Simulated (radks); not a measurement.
Task: The mean radii <r> (bohr) of the occupied orbitals of an atom or ion are listed with their occupations. Method: Dirac Kohn-Sham, BLYP, spin-unpolarised, spherical densities, point nucleus; computed with a radial shooting solver on a logarithmic mesh with Libxc functionals.

| orbital | occ. | <r> |
|---|---|---|
| 1s1/2 | 2 | 0.02349 |

Name the element and its charge. Open shells, if any, fill j = l - 1/2 first.

Result: Z = 60, neodymium, charge +58: Nd58+ in [He]. The 1s radius gives Z: for a bare nucleus <r> = (2 gamma + 1)/(2Z) with gamma = sqrt(1 - (Z/c)^2), 0.02332 bohr for Z = 60, and screening makes it slightly larger (0.02349 here). The occupations add up to 2, and the charge is Z minus that.
